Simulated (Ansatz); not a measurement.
Te9Pb8⁻, relaxed as a doublet with UKS PBE-D4/def2-SVP in Ansatz, starting from the GFN1-xTB geometry. Force threshold 0.03 eV/Å.

In the def2 sets Pb, Te take a core potential; there is no spin–orbit coupling. Single mean-field runs in def2-SVP are fitted with def2-universal-jkfit. Another isomer (doublet) lies 0.62 eV lower at PBE0-D4/def2-SVP; other spin states weren't run for this one.

Start:

```xyz
17

Pb    3.128    0.722   -0.601
Pb   -3.386   -4.710    1.367
Pb    1.609    4.272   -2.536
Pb   -0.740   -0.916    0.163
Pb   -1.328   -1.266    4.452
Pb   -1.349    1.378   -2.277
Pb    0.294    2.298    2.503
Pb    0.845   -0.129   -3.954
Te    2.318    0.189    2.395
Te    0.657   -2.104    2.513
Te   -1.019    3.867   -3.713
Te   -2.688   -2.925   -0.651
Te   -2.165    0.696    2.468
Te    1.700   -1.614   -1.600
Te    0.700    2.392   -0.417
Te    2.942    1.861   -3.520
Te   -1.518   -4.011    3.409
```

**Question.** Estimate the energy that the relaxation releases and the steps that it takes.

**Answer.** 1.60 eV, in 27 steps; 3.3 min on 2 threads of AMD EPYC 7R13 on a shared host and a share (18 GiB) of an NVIDIA H100 80GB HBM3. No frequencies were taken in this run, so the end may be a saddle point.

**Question.** Does the start keep its bonding and symmetry?

**Answer.** Bonds lost: Pb1–Te9, Pb4–Te13 (atoms count from 1). Bonds formed: Pb2–Te13, Pb4–Te9, Pb6–Te12, Pb8–Te11 (atoms count from 1).

**Question.** Predict the relaxed structure.

**Answer.** 
```csv
atom,x (Å),y (Å),z (Å)
Pb1,3.442,1.038,-0.625
Pb2,-3.496,-2.056,1.052
Pb3,0.581,3.869,-3.024
Pb4,0.284,-0.881,0.308
Pb5,-1.439,-1.634,4.429
Pb6,-1.895,1.147,-1.354
Pb7,0.374,2.038,2.866
Pb8,0.623,-0.255,-3.428
Te9,2.489,-0.011,2.720
Te10,0.787,-2.659,2.785
Te11,-1.610,2.193,-4.159
Te12,-2.126,-2.043,-1.547
Te13,-2.283,0.495,2.436
Te14,2.598,-1.724,-1.453
Te15,0.838,2.654,-0.105
Te16,2.773,1.924,-3.609
Te17,-1.939,-4.094,2.706
```
Bond lengths (bridged metal pairs left out): 25 × Pb–Te 2.94 to 3.39 Å; 2 × Te–Te 3.08 to 3.15 Å.
